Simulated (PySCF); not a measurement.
## MBr for M along the 4d metals

PBE0 with triple-zeta basis sets in PySCF, for the lowest determinant that a PBE0 search found; no spin–orbit coupling. De refers to high-spin ground-configuration atoms. A positive dipole means M(−)Br(+).

```json
{"M": "Y", "basis": "def2-TZVPP", "state (unpaired electrons)": "singlet (closed shell)", "Re (Å)": "2.538", "ωe (cm⁻¹)": "270", "De (eV)": "4.63", "μ (D)": "-2.55"}
{"M": "Zr", "basis": "x2c-TZVPPall", "state (unpaired electrons)": "quartet (σ ↑, π ↑, δ ↑)", "Re (Å)": "2.513", "ωe (cm⁻¹)": "264", "De (eV)": "n/a", "μ (D)": "-3.51"}
{"M": "Nb", "basis": "def2-TZVPP", "state (unpaired electrons)": "quintet (σ ↑↑, δ ↑↑)", "Re (Å)": "2.488", "ωe (cm⁻¹)": "255", "De (eV)": "3.22", "μ (D)": "-0.89"}
{"M": "Mo", "basis": "def2-TZVPP", "state (unpaired electrons)": "sextet (σ ↑, π ↑↑, δ ↑↑)", "Re (Å)": "2.433", "ωe (cm⁻¹)": "268", "De (eV)": "3.35", "μ (D)": "-4.62"}
{"M": "Tc", "basis": "def2-TZVPP", "state (unpaired electrons)": "septet (σ ↑↑, π ↑↑, δ ↑↑)", "Re (Å)": "2.493", "ωe (cm⁻¹)": "243", "De (eV)": "n/a", "μ (D)": "-2.32"}
{"M": "Rh", "basis": "def2-TZVPP", "state (unpaired electrons)": "triplet (σ ↑, δ ↑)", "Re (Å)": "2.386", "ωe (cm⁻¹)": "260", "De (eV)": "3.19", "μ (D)": "-4.97"}
{"M": "Pd", "basis": "def2-TZVPP", "state (unpaired electrons)": "doublet (σ ↑)", "Re (Å)": "2.360", "ωe (cm⁻¹)": "261", "De (eV)": "2.76", "μ (D)": "-4.68"}
{"M": "Ag", "basis": "x2c-TZVPPall", "state (unpaired electrons)": "singlet (closed shell)", "Re (Å)": "2.409", "ωe (cm⁻¹)": "243", "De (eV)": "2.88", "μ (D)": "-5.36"}
{"M": "Cd", "basis": "x2c-TZVPPall", "state (unpaired electrons)": "doublet (σ ↑)", "Re (Å)": "2.496", "ωe (cm⁻¹)": "219", "De (eV)": "1.71", "μ (D)": "-3.25"}
```

The shortest bond is that of PdBr (2.360 Å), the longest that of YBr (2.538 Å).

The rows differ in basis set, which adds steps of its own.

The state changes along the series, so neighbouring rows are not always alike in their bonding.

De is left out where the level can put another filling of the metal’s s and d shells below the measured ground configuration, by anything from nothing to about 1 eV. The metal atom is held in its measured ground configuration; semilocal functionals can put another filling of s and d lower by some tenths of an eV, and De to that atom would be smaller. Spin–orbit coupling is left out. States were picked by a PBE0 search and need not be the measured ground states.
